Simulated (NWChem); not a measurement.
Molecule: AlGeH5; SMILES [AlH2][GeH3]

Program: NWChem. Pople sets run with spherical d functions. All runs use the structure optimised with B3LYP/6-31G* (spherical d). Ions are spin-unrestricted doublets at the neutral geometry; other ion states weren't tried. Functional: LC-ωPBE (HJS hole) with 6-31G*; rows give the range parameter ω in 1/bohr.

| range parameter (1/bohr) | vertical ionisation energy, ΔSCF (eV) | −ε(HOMO) (eV) | ΔSCF minus −ε(HOMO) (eV) |
|---|---|---|---|
| 0.05 | ___ | ___ | ___ |
| 0.30 | 11.14 | 9.67 | 1.47 |
| 0.40 | 11.34 | 10.13 | 1.21 |
| 0.60 | 11.53 | 10.61 | 0.92 |
| 0.80 | 11.59 | 10.80 | 0.79 |

Q: Complete the blanks.

A: 
- 0.05, vertical ionisation energy, ΔSCF (eV): 9.49
- 0.05, −ε(HOMO) (eV): 7.25
- 0.05, ΔSCF minus −ε(HOMO) (eV): 2.24
